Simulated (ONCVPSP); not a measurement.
## Which setting gave this result? (Ar, ONCV)

Base potential:

```
Element                 : argon
Generator               : ONCVPSP 4.0.1
Type                    : optimised norm-conserving Vanderbilt (ONCV)
Functional              : BLYP
Relativity              : scalar-relativistic
Frozen core             : [Ne]
Valence charge          : 8
Reference configuration : 3s2 3p5.5 (charge +0.5)
Partial waves           : 3s: rc 1.25 bohr, ncon 4, nbas 9, qcut 4.8 1/bohr, 2 projectors, debl 2.4 Ha; 3p: rc 1.30 bohr, ncon 4, nbas 8, qcut 5.7 1/bohr, 2 projectors, debl 3.4 Ha
Local potential         : polynomial inside 1.00 bohr (lpopt 4, dvloc0 3 Ha)
Core correction         : none
```

Cutoffs, loose and tight: the cutoffs (Ha) at which the residual kinetic energy of the hardest occupied pseudo-wave falls to 1 and 0.1 mHa per electron. They do not see the model core or the augmentation charge, which bear on the density cutoff. Test errors are all-electron minus pseudo excitation energies from the reference, over the configurations 3s2 3p6; 3s2 3p5; 3s2 3p4; 3s1 3p6; variants that change the core or the reference have their own tests.

Only the scale of all radii (base = 1) is moved:

```csv
scale of all radii (base = 1),"cutoff, loose","cutoff, tight",bound ghosts,largest test error (meV),median size of the test errors
0.8,51 Ha,150 Ha,none,+8.3,0.8 meV
0.89,94 Ha,180 Ha,none,+7.9,1.2 meV
0.98,90 Ha,155 Ha,none,+7.9,1.8 meV
1.16,38 Ha,106 Ha,none,+10,4.9 meV
1.23,21 Ha,94 Ha,none,-11,5.4 meV
1.29,12 Ha,80 Ha,none,-15,6.7 meV
```

One more run gave cutoff, loose: 79 Ha; cutoff, tight: 139 Ha; bound ghosts: none; largest test error (meV): +8.3; median size of the test errors: 2.5 meV. Which value of the scale of all radii (base = 1) was used?

1.04. The median size of the test errors moves one way along this sweep, from 0.8 meV at 0.8 to 6.7 meV at 1.29, which places the run between 0.98 and 1.16.
